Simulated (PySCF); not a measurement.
Level of theory: PySCF, PBE0, basis V def2-SVP, F def2-SVP (no relativity, density fitting). Open shells, if any, are unrestricted.

Task: What shape and geometry does isolated singlet [VF4]+ take (every ligand bound to V)?

Result: Formally V is in oxidation state +5, d0. The polar-tensor charge on V, 2.63, is far below the formal one. The lowest minimum found is a singlet of Td symmetry with V–F 1.632 Å (×4); F–V–F 109.5° (×6). Its harmonic wavenumbers are 244 (e), 269 (t2), 845 (a1), 971 (t2) cm⁻¹ and its dipole moment is 0.00 D about the centre of mass.

Stability towards spin polarisation was not tested. Only a few start shapes were tried, so a lower isomer may exist.
